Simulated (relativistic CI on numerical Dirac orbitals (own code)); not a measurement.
**One change at a time: C III**

Base calculation: Dirac-Coulomb-Breit CI, KLI orbitals optimised for each configuration, model QED, valence Slater integrals scaled by 0.85, P86 correlation energy added to each configuration.

Configurations in the expansion (outside the closed core 1s2): 2s², 2s2p, 2p², 2p3s, 2s3s, 2p3p, 2s3p, 2s3d, 2s4s, 2s4p, 2s4d, 2s4f, 2s5s, 2s5p, 2s5d, 2s5f, 2s5g, 3s², 3s3p, 3p². Levels of other configurations are missing.

The lowest level and the first level of each name with at least 55 % of one term (blank where a level has no safe partner in the second run):

```
    Level  Base (cm⁻¹)  Shift (cm⁻¹)
  2s² ¹S0          0.0           0.0
2s2p ³P°0      52735.6        -807.5
2s2p ³P°1      52756.8        -807.5
2s2p ³P°2      52809.3        -807.5
2s2p ¹P°1     103810.2        -815.2
  2p² ³P0     138767.6       -1659.0
  2p² ³P1     138794.9       -1659.0
  2p² ³P2     138838.1       -1659.0
  2p² ¹D2     149684.4       -1695.7
  2p² ¹S0     184194.7       -1577.6
 2s3s ³S1     237415.1       -2905.1
 2s3s ¹S0     245153.2       -2919.5
2s3p ³P°0     259529.3       -3233.9
2s3p ³P°1     259534.2       -3234.0
```

For a near-neutral ion this model can misplace configurations by up to about 10,000 cm⁻¹ (more where the count of f electrons changes) and terms by 10 to 25 % of their spread. Rates follow the energies as ν³ (E1, M1) or ν⁵ (E2), so they and the lifetimes can be off by large factors. The fine structure of a lone outer electron comes out too small, for d and f at times inverted, and misplaced configurations move strength between like terms. 58 of the 69 excited levels that our extract of the measured tables holds in this range could be paired (the sources list more); they are missed by 1088 cm⁻¹ on average and 4802 at most, and levels without a partner can miss by more.

(1) One thing was changed in a second run, which moved the levels as shown. Which?
A. no correlation estimate
B. configuration mixing switched off
C. valence Slater integrals scaled by 0.75
D. non-relativistic limit
E. QED terms removed
F. Breit term removed

Results:

(1) A. No correlation estimate. A correlation estimate moves all levels of a configuration together before mixing; mixed levels move by a weighted share.
